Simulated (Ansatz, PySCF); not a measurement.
Si(OH)4 (H4O4Si), SMILES [Si](O)(O)(O)O. Atoms are numbered in the order given.

```xyz
9

O     -1.0406    -0.9352     0.8709
Si     0.0000     0.0000     0.0000
O      0.9352    -1.0406    -0.8709
O     -0.9352     1.0406    -0.8709
O      1.0406     0.9352     0.8709
H     -0.6857    -1.7822     1.1558
H      1.7822    -0.6857    -1.1558
H     -1.7822     0.6857    -1.1558
H      0.6857     1.7822     1.1558
```

Coordinates come from a PBE0-D3(BJ)/def2-SVP optimisation. The isomer is the one that the SMILES or the coordinates give; other isomers of the formula were not compared. The values are those of a single conformer.

Two levels are set side by side: PBE-D3(BJ)/def2-SVP (Ansatz, a program for electronic structure) and PBE0-D3(BJ)/def2-SVP (Ansatz). Each level has its own optimised geometry; the coordinates shown are those of the second. Frequencies come from the Hessian of PySCF at each geometry. Differences are taken from unrounded values.

```tsv
quantity	PBE0-D3(BJ)
mean bond length (Å)	1.305
bond O1–Si2 (Å)	1.648
bond Si2–O3 (Å)	1.648
bond Si2–O4 (Å)	1.648
bond Si2–O5 (Å)	1.648
bond O1–H6 (Å)	0.962
bond O3–H7 (Å)	0.962
bond O4–H8 (Å)	0.962
bond O5–H9 (Å)	0.962
highest harmonic wavenumber (cm⁻¹)	3941
mean harmonic wavenumber (cm⁻¹)	1215
zero-point energy (kcal/mol)	36.47
```

### Question
What does PBE-D3(BJ) give, and how far is it from PBE0-D3(BJ)? (An estimate is asked for; the answer gives what the named calculation found.)

### Answer

```csv
quantity,PBE-D3(BJ),PBE-D3(BJ) minus PBE0-D3(BJ)
mean bond length (Å),1.319,0.015
bond O1–Si2 (Å),1.666,0.018
bond Si2–O3 (Å),1.666,0.018
bond Si2–O4 (Å),1.666,0.018
bond Si2–O5 (Å),1.666,0.018
bond O1–H6 (Å),0.973,0.011
bond O3–H7 (Å),0.973,0.011
bond O4–H8 (Å),0.973,0.011
bond O5–H9 (Å),0.973,0.011
highest harmonic wavenumber (cm⁻¹),3769,-172
mean harmonic wavenumber (cm⁻¹),1169,-45
zero-point energy (kcal/mol),35.10,-1.36
```

Exact exchange shortens and stiffens bonds; PBE has none. Differences between two approximate levels are no errors against the true value.
